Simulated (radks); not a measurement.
Species: the gadolinium ion Gd+. Configuration: [Xe] 4f7 6s1 6p1 (not the ground configuration). All-electron calculation, Dirac Kohn-Sham, XLYP, spin-unpolarised, spherical densities, point nucleus; open shells fill j = l - 1/2 first. Program: a radial shooting solver on a logarithmic mesh with Libxc functionals.

Normalised radial functions P(r) = r R(r) (large component), r in bohr:

```
   r/bohr * 5s1/2, o 4f5/2 (the largest magnitude, 1.09, reaches the edge; | marks zero, & curves that meet)
 0.002333                             o *
 0.002738                             o *
 0.003187                             o  *
  0.00374                             o  *
 0.004354                             o  *
  0.00511                             o  *
 0.005949                             o   *
 0.006981                             o   *
 0.008127                             o   *
 0.009537                             o   *
   0.0111                             o   *
  0.01303                             o   *
  0.01517                             o  *
   0.0178                             o  *
  0.02072                             o *
  0.02412                             o*
  0.02831                            *o
  0.03296                           * o
  0.03867                         *   o
  0.04502                        *    o
  0.05284                       *     o
  0.06151                       *     o
  0.07218                       *     |o
  0.08403                         *   |o
  0.09861                            *| o
   0.1148                             | *o
   0.1347                             |   o *
   0.1568                             |     o *
    0.184                             |       o*
   0.2143                             |       *  o
   0.2514                             |   *         o
   0.2927                           * |                 o
   0.3435                    *        |                    o
   0.3999                *            |                       o
   0.4693                *            |                         o
   0.5463                    *        |                          o
    0.636                           * |                          o
   0.7463                             |       *                o
   0.8689                             |                *     o
     1.02                             |                   o  *
    1.187                             |               o         *
    1.393                             |            o          *
    1.622                             |         o         *
    1.903                             |      o      *
    2.215                             |    o   *
      2.6                             |  o *
    3.027                             | &
    3.552                             |&
    4.135                             *o
    4.852                             &
    5.649                             &
    6.629                             &
    7.717                             &
    9.056                             &
    10.54                             &
    12.37                             &
     14.4                             &
```

5s1/2: eigenvalue -59.094 eV, 4 radial nodes at r = 0.0266, 0.106, 0.276, 0.654 bohr, <r> = 1.33 bohr, 90 % of the charge inside 1.91 bohr. 4f5/2: eigenvalue -18.398 eV, 0 radial nodes, <r> = 0.855 bohr, 90 % of the charge inside 1.46 bohr.
